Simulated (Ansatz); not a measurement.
A run of Ansatz (development build ahead of 0.2.0) on doublet CrPS at this shape:

```xyz
3

Cr    0.0000    0.0000    0.0000
P     0.0000    2.9422    0.0000
S     0.0000   -2.9182    0.0000
```

Its results:

```
Converged                       : yes
Total energy                    : -1783.89896 hartree
Spin squared of the determinant : 4.171
Stability test                  : minimum
```

(1) Which input gives this output? Name the method, the orbitals and the basis set, and write the input.

Results:

(1) ωB97X (unrestricted) in pcseg-2.

```yaml
crystal:
  periodic: [false, false, false]
  atoms:
    - { symbol: Cr, position_ang: [0.0, 0.0, 0.0] }
    - { symbol: P, position_ang: [0.0, 2.9422, 0.0] }
    - { symbol: S, position_ang: [0.0, -2.9182, 0.0] }
basis:
  gaussian: { orbitals: pcseg-2 }
magnetization:
  spin_polarized: true
  initial_magnetization: 1
hamiltonian:
  xc: { name: wB97X }
```

Caution: another spin multiplicity may lie lower; the unrestricted determinant is a mixture of spin states.
